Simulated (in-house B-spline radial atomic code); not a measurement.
Checks on a self-consistent run for Co25+, 1s2. Level of theory: Dirac-Hartree-Fock, average of configuration, Fermi nucleus of rms radius 3.7875 fm; calculated with a radial B-spline atomic code at the basis-set limit.

```
orbital  q      ε (Eh)    <1/r>        <r²>  small-component weight
  1s1/2  2  -351.15558  27.2132  0.00414518               0.0095745
```

Electron-electron repulsion V_ee = 16.8925 hartree.

What total energy follows from the eigenvalues?

The eigenvalues count the repulsion twice, so E = Σqε - V_ee = -702.311 - 16.893 = -719.204 hartree; the run printed -719.204.

Does the Dirac virial theorem hold?

For a point nucleus E = -2c²Σq·w, with w the small-component weight. Here Σq·w = 0.019149 and c = 137.0360, so the ratio E/(-2c²Σq·w) is 1.000012; the finite nucleus accounts for the departure from 1.

What diamagnetic shielding (Lamb formula) and susceptibility (Langevin formula) do the radii give?

σ = (α²/3)Σq<1/r> = 54.4264/(3·137.036²) = 966.09 ppm, and χ = -0.79199×10⁻⁶·Σq<r²> = -0.006566×10⁻⁶ cm³/mol with Σq<r²> = 0.0082904 bohr². Both are non-relativistic formulas without the paramagnetism of open shells.
